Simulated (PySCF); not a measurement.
Vertical excitations of a molecule C4H12Sn from TDA-M06-2X/def2-SVPD in PySCF, as energy in eV (oscillator strength): 6.88 (0.105), 6.88 (0.105), 6.88 (0.105), 7.78 (0.000), 7.78 (0.000), 7.78 (0.000). Lowest triplet (TDA): 6.57 eV. Coordinates come from a B3LYP-D3(BJ)/def2-SVP optimisation. The def2 effective core potentials stand for the cores of Sn; spin–orbit coupling is left out. Other conformers were not sampled.

Q: Which structure fits?
A) CCC[CH2][SnH3]
B) [CH3][Sn]([CH3])([CH3])[CH3]
C) C[CH2][SnH]([CH3])[CH3]
D) C[C](C)(C)[SnH3]

A: B, [CH3][Sn]([CH3])([CH3])[CH3]
